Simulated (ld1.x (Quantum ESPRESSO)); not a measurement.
# magnesium: excitation energies, all-electron against RRKJ

* Element: Mg
* Generator: ld1.x (Quantum ESPRESSO) 7.5
* Type: norm-conserving RRKJ (Kleinman–Bylander form)
* Functional: PBE
* Relativity: non-relativistic
* Frozen core: [He]
* Valence charge: 10
* Reference configuration: 2s2 2p6 3s2 3p0
* Partial waves: 2p (bound): rc 0.65 bohr; 2s (bound): rc 0.85 bohr
* Local potential: the s channel
* Core correction: none

Occupied shells without a wave of their own: 3s. They enter only through the test configuration that unscreens the potential.

Energies are relative to the spin-unpolarised reference configuration 2s2 2p6 3s2 3p0; without spin polarisation the order of configurations can differ from experiment.

| valence configuration | charge | ΔE all-electron (eV) | error AE − PS (meV) |
| --- | --- | --- | --- |
| 2s2 2p6 3s1 3p0 | +1 | 7.949 | -86 |
| 2s2 2p6 3s0 3p0 | +2 | 22.950 | -242 |
| 2s2 2p6 3s1.5 3p0 | +0.5 | 3.140 | -37 |
| 2s2 2p6 3s1 3p1 | 0 | 3.476 | -60 |
| 2s2 2p6 3s0 3p2 | 0 | 7.149 | -131 |

(1) What are ΔE and the potential's error for 2s2 2p6 3s0 3p1?

(2) What are ΔE and the potential's error for 2s1 2p6 3s2 3p0?

Results:

(1) ΔE = 12.293 eV all-electron; the error (AE − PS) is -172 meV.

(2) ΔE = 91.161 eV all-electron; the error (AE − PS) is +46 meV.

The 3s level has no wave, so the channel is fitted at the deeper level alone: the likely source of the large errors.
